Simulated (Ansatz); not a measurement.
`N=C([SiH3])Cl` + `[GeH3][SeH]` → `[SiH3][Se][GeH3]` + `N=CCl` at 298.15 K and 1 bar (ligand exchange at the Si–C bond).

Isolated molecules relaxed with PBE0-D4/def2-TZVP in Ansatz; ΔE leaves out vibrations. CCSD(T)/CBS is the MP2 limit (def2-TZVPP, def2-QZVPP) plus CCSD(T) − MP2 in def2-TZVPP, frozen cores. This one scheme is used for every species. For Ge, Se outer-core shells are correlated without core-valence functions, which leaves a few kJ/mol of doubt a bond. Scalar relativity is left out up to krypton. One conformer a species, not always the lowest.

```json
{"species": "`N=C([SiH3])Cl`", "CCSD(T)/CBS energy (Eh)": "-843.98946", "H − E (kJ/mol)": "139.8", "S (J/(mol·K))": "318.2"}
{"species": "`[GeH3][SeH]`", "CCSD(T)/CBS energy (Eh)": "-4479.23116", "H − E (kJ/mol)": "96.5", "S (J/(mol·K))": "300.6"}
{"species": "`[SiH3][Se][GeH3]`", "CCSD(T)/CBS energy (Eh)": "-4769.53721", "H − E (kJ/mol)": "150.8", "S (J/(mol·K))": "367.3"}
{"species": "`N=CCl`", "CCSD(T)/CBS energy (Eh)": "-553.70684", "H − E (kJ/mol)": "94.3", "S (J/(mol·K))": "259.9"}
```

H − E and S are ideal-gas, rigid-rotor, harmonic terms from PBE0-D4/def2-TZVP, for one conformer and one mirror image of each species. 1 Eh = 2625.50 kJ/mol, R = 8.31446 J/(mol·K).

**Question.** By hand: ΔE, ΔH, ΔS and ΔG.

**Answer.** ΔE = (-4769.53721) + (-553.70684) − (-843.98946) − (-4479.23116) = -0.02343 Eh = -61.5 kJ/mol. Δ(H − E) = 150.8 + 94.3 − 139.8 − 96.5 = 8.8, so ΔH = -52.7 kJ/mol. ΔS = 367.3 + 259.9 − 318.2 − 300.6 = 8.4 J/(mol·K). ΔG = -52.7 − 298.15 × (8.4)/1000 = -55.2 kJ/mol.

**Question.** By hand: the equilibrium constant, and the temperature at which ΔG would vanish if ΔH and ΔS stayed fixed.

**Answer.** log₁₀ K = −ΔG/(RT ln 10) = 9.7. ΔH and −TΔS have one sign here, so there is no such temperature.

The number of gas molecules stays the same, so ΔS is small and ΔH decides. A doubt of 5 kJ/mol in ΔE shifts log₁₀ K by 0.9 here. Other conformers and mirror images would add mixing entropy, several J/(mol·K) or more a flexible species. Modes under 60 cm⁻¹, often nearly free rotors, make the harmonic entropy too high. These are equilibria of isolated gas molecules and say nothing of rates. Largest T1 diagnostic: 0.013 (customary marks: 0.02 for closed shells, 0.045 for open ones).

ΔS is within the doubt of such terms, so its sign, and with it that verdict, could turn.
